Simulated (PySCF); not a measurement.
## Working with the constants of MgAs

UHF-CCSD(T) constants of MgAs, ⁴Σ⁻ (quartet), unpaired electrons σ ↑, π ↑↑ (PySCF, scalar-relativistic core potentials, basis sets Mg cc-pVDZ, As cc-pVDZ-PP with ECP10; masses 23.9850 and 74.9216 u):

| Property | Result |
| --- | --- |
| ωe | 210.4 cm⁻¹ |
| ωexe | 3.64 cm⁻¹ |
| Be | 0.12704 cm⁻¹ |
| αe | 0.00175 cm⁻¹ |
| D (centrifugal) | 1.85e-07 cm⁻¹ |
| De to Mg + As | 0.231 eV |

Task: Give the vibrational terms G(v) and spacings up to v = 6.

Result: G(v) = ωe(v+½) − ωexe(v+½)².

| v | G(v) (cm⁻¹) | G(v) − G(v−1) | Bv (cm⁻¹) |
| --- | --- | --- | --- |
| 0 | 104 |  | 0.1262 |
| 1 | 307 | 203 | 0.1244 |
| 2 | 503 | 196 | 0.1227 |
| 3 | 692 | 189 | 0.1209 |
| 4 | 873 | 181 | 0.1192 |
| 5 | 1047 | 174 | 0.1174 |
| 6 | 1214 | 167 | 0.1157 |

Task: How well does the Morse estimate ωe²/(4ωexe) reproduce De, and what is D0?

Result: It gives 0.377 eV, 163 % of the computed De. D0 = De − G(0) = 0.231 − 0.013 = 0.218 eV.

Correlated steps freeze 5 core orbitals. The bond is weak. Basis-set superposition, not corrected here, can be much of De in a small basis, most of all at correlated wavefunction levels. Spin–orbit coupling is left out. The state was picked by a PBE0 search and need not be the measured ground state.
